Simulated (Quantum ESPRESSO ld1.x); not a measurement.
Values are calculated unless marked as measured or tabulated.
Problem. Species: the zirconium ion Zr4+. Configuration: [Kr]. Level of theory: non-relativistic Kohn-Sham, exchange-only LDA, spin-polarised, spherical densities, point nucleus; relativity is left out, which matters for an element this heavy (ld1.x of Quantum ESPRESSO 7.5). Some entries of the table are withheld. Estimate them.

| orbital | occ. | eigenvalue (hartree) | <r> (bohr) |
|---|---|---|---|
| 1s | 2 | -640.7622 | 0.03819 |
| 2s | 2 | -88.7415 | 0.1676 |
| 2p | 6 | -81.5116 | (1) |
| 3s | 2 | -15.7284 | 0.4710 |
| 3p | 6 | -13.0125 | 0.4677 |
| 3d | 10 | -8.0449 | (2) |
| 4s | 2 | (3) | 1.215 |
| 4p | 6 | -2.6070 | 1.326 |
| 4d | 0 | -1.4539 | 1.705 |
| 5s | 0 | (4) | (5) |

Solution. 
(1) 2p <r> (bohr): 0.1438
(2) 3d <r> (bohr): 0.4514
(3) 4s eigenvalue (hartree): -3.3618
(4) 5s eigenvalue (hartree): -1.1682
(5) 5s <r> (bohr): 2.751
